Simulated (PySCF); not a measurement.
Telling isomers of C₅H₆O₃ apart by NMR

In vacuum, equivalent nuclei averaged, one computed conformer, no relativistic terms. B3LYP/pcJ-1 coupling constants (spin–dipole term left out of most H,H and C,H couplings); coordinates at the GFN2-xTB level; shielding tensors at PBE0/pcSseg-1 (GIAO); PySCF 2.14.0 with density-fitted response routines.

Scale: ¹H (31.72 ppm) and ¹³C (186.93 ppm) against TMS (reference shieldings calculated alike). Multiplet labels drop J under 1 Hz and among equivalent protons, and merge close values. Unscaled 3J(H,H) run several per cent high. Where no couplings were computed, multiplicities follow the n + 1 count of equivalent neighbours, and m marks all less simple cases (inequivalent or close neighbours, rings, F or P nearby). Vicinal couplings that depend on rotamer populations or ring flexing (ring, CH–CH, X–H and H–F types) are those of the one conformer. Acid and N–H amide carbonyl carbons lie up to 10 ppm further downfield in solution (hydrogen bonding). Shifts are as computed. Against solution values, carbons near 30 ppm lie about +3 ppm off and those near 130 ppm about +5 ppm. Of 1211 compounds with measured shifts, 218 miss one by over three times the rms of a fit or turn the order of signals round; such compounds aren't used in these exercises. OH and NH positions are gas-phase values without hydrogen bonding to other molecules.

(1) Tabulate the signals of `C=C[C@]1(C(=O)O)CO1`, `C=C(OC)C(=O)C=O`, `C=C[C@H]1OCOC1=O` and their relative energies.

(2) What is the quickest way to tell C=C[C@]1(C(=O)O)CO1 from C=C(OC)C(=O)C=O?

(3) What is the quickest way to tell C=C(OC)C(=O)C=O from C=C[C@H]1OCOC1=O?

(4) What is the quickest way to tell C=C[C@]1(C(=O)O)CO1 from C=C[C@H]1OCOC1=O?

Answers

(1) 
| SMILES | carbon types | δC | δH | E rel. (kcal/mol) |
| --- | --- | --- | --- | --- |
| C=C[C@]1(C(=O)O)CO1 | 2×C 1×CH 2×CH2 | 176.4, 140.5, 132.9, 55.0, 51.8 | 6.57 (d, 1H), 6.09 (br s, 1H), 6.07 (d, 1H), 5.82 (dd, 1H), 3.29 (d, 1H), 2.63 (d, 1H) | 12.7 |
| C=C(OC)C(=O)C=O | 2×C 1×CH 1×CH2 1×CH3 | 205.9, 198.2, 166.6, 99.6, 56.9 | 10.20 (s, 1H), 5.87 (br s, 1H), 4.67 (br s, 1H), 3.86 (s, 3H) | 24.7 |
| C=C[C@H]1OCOC1=O | 1×C 2×CH 2×CH2 | 175.2, 139.9, 127.0, 98.7, 80.4 | 6.11 (ddd, 1H), 5.93 (d, 1H), 5.89 (dd, 1H), 5.80 (dd, 1H), 5.69 (dd, 1H), 4.60 (dq, 1H) | 0.0 |

Energies are electronic energies at PBE0/pcSseg-1 on these geometries, without zero-point or thermal terms, each for the one conformer computed, which needn't be the lowest.

(2) Both give the same number of carbon signals, but DEPT or the intensities differ. The first has an alkene CH at 140.5 ppm, the second an aldehyde carbonyl carbon (CH) at 205.9 ppm. Their most deshielded carbons lie at 176.4 and 205.9 ppm. In the proton spectra the most deshielded non-exchanging signals are 6.57 (d, J = 19.4 Hz, 1H) and 10.20 (s, 1H).

(3) Both give the same number of carbon signals, but DEPT or the intensities differ. The first has an aldehyde carbonyl carbon (CH) at 205.9 ppm, the second an alkene CH at 139.9 ppm. Their most deshielded carbons lie at 205.9 and 175.2 ppm. In the proton spectra the most deshielded non-exchanging signals are 10.20 (s, 1H) and 6.11 (ddd, J = 18.2, 12.2, 8.4 Hz, 1H).

(4) Both give the same number of carbon signals, but DEPT or the intensities differ. The first has an epoxide ring carbon (C) at 51.8 ppm, the second an sp3 CH bonded to O, α to a carbonyl at 80.4 ppm. Their most deshielded carbons lie at 176.4 and 175.2 ppm. In the proton spectra the most deshielded non-exchanging signals are 6.57 (d, J = 19.4 Hz, 1H) and 6.11 (ddd, J = 18.2, 12.2, 8.4 Hz, 1H).
